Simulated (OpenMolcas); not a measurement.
**SiHCl2O: a line through the functionals**

SiHCl2O has 5 atoms, charge 0, and is taken as a doublet. SMILES: `[O][SiH](Cl)Cl`. The shape is that of a PBE0-D4/def2-TZVP optimisation.

The electronic atomisation energy y, in eV, basis 6-311+G(d,p); a is the functional's share of exact exchange. Programs: OpenMolcas 26.06.

```
functional     program     a  y (eV)
      UPBE  OpenMolcas     0   15.57
  U-r2SCAN  OpenMolcas     0   15.67
    UB3LYP  OpenMolcas   0.2       ?
     UPBE0  OpenMolcas  0.25   15.20
    UBHLYP  OpenMolcas   0.5   14.48
```

Q: Fit y = c + s·a to the known rows and predict UB3LYP.

A: 
1. Means of the 4 rows: a = 0.1875, y = 15.230.
2. Σ(Δa)² = 0.17188, Σ(Δa·Δy) = -0.3825, so the slope is -0.3825/0.17188 = -2.2254.
3. Intercept: 15.230 − (-2.2254) × 0.1875 = 15.647. The largest residual of the fit is 0.11.
4. UB3LYP: 15.647 + (-2.2254) × 0.2 = 15.20 eV.

The run gave 14.90 eV, so the prediction is off by +0.30 eV, more than the largest residual. The rows mix families of semi-local functionals, which the line can't see.
